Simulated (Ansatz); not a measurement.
Ansatz (an electronic-structure program) input:
A basis named .json is the Basis Set Exchange file of that set.

Ansatz 0.2 input:
```yaml
crystal:
  periodic: [false, false, false]
  atoms:
    - {symbol: C, position_ang: [-0.95273326, -0.39101067, 0.05280863]}
    - {symbol: C, position_ang: [0.45723761, -0.10827798, 0.51663460]}
    - {symbol: Cl, position_ang: [1.25883918, -1.79896242, 0.05950799]}
    - {symbol: Cl, position_ang: [1.14772050, 1.09116141, -0.77441006]}
    - {symbol: Cl, position_ang: [-2.08758265, 0.98740733, 0.53967869]}
    - {symbol: H, position_ang: [-1.11745911, -0.49839477, -1.02245373]}
    - {symbol: H, position_ang: [-1.33217657, -1.25918047, 0.58459201]}
basis:
  gaussian:
    orbitals: cc-pV_T+d_Z.json
total_charge: -1
magnetization: {spin_polarized: false}
correlation: {method: ccsd_t, electrons: outside_noble_gas}
```

**Question.** Predict the final energy.

**Answer.** -1456.46708 Eh (CCSD(T)/cc-pV(T+d)Z). The basis has 205 functions. The run takes about 4 core-minutes (a rough figure).

It need not be the lowest isomer of its formula. Whether it binds its extra electron was not tested at this geometry.
